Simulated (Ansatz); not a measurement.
C$_{4}$H$_{6}$F$_{4}$, SMILES `FCC(CF)C(F)F`, relaxed with RKS PBE0-D4/def2-TZVP in the Gaussian-basis code of Ansatz from a PBE-D4/def2-SVP geometry. The force threshold is 0.005 eV/Å; the program also tests the step.

Total charge 0; spin multiplicity 1.

Start:

```xyz
14

F     2.059   -0.791   -1.020
C     0.673   -0.855   -0.975
C     0.167   -0.185    0.303
C     0.599    1.276    0.378
F     0.204    1.825    1.591
C    -1.347   -0.312    0.431
F    -1.960    0.272   -0.652
F    -1.713   -1.632    0.453
H     0.260   -0.345   -1.874
H     0.354   -1.918   -0.998
H     0.604   -0.719    1.174
H     0.128    1.858   -0.446
H     1.703    1.346    0.284
H    -1.732    0.180    1.351
```

(1) How much energy does the relaxation release, and in how many steps? (Best estimate.)

(2) Which bonds change most? (Estimate.)

(3) Give the relaxed structure. (An estimate is asked.)

Answers

(1) The calculation gave: 1.41 kcal/mol, in 7 steps.

(2) Ansatz gave: C6–H14 from 1.112 to 1.093 Å; C4–H12 from 1.113 to 1.094 Å; C2–H9 from 1.112 to 1.093 Å; C2–H10 from 1.110 to 1.091 Å.

(3) Ansatz gave: 
```xyz
14

F     2.046   -0.885   -0.947
C     0.664   -0.840   -0.973
C     0.164   -0.181    0.300
C     0.585    1.272    0.362
F     0.257    1.801    1.598
C    -1.336   -0.315    0.434
F    -1.958    0.201   -0.663
F    -1.687   -1.625    0.510
H     0.362   -0.279   -1.862
H     0.290   -1.862   -1.053
H     0.605   -0.706    1.154
H     0.073    1.863   -0.403
H     1.665    1.361    0.228
H    -1.731    0.196    1.315
```
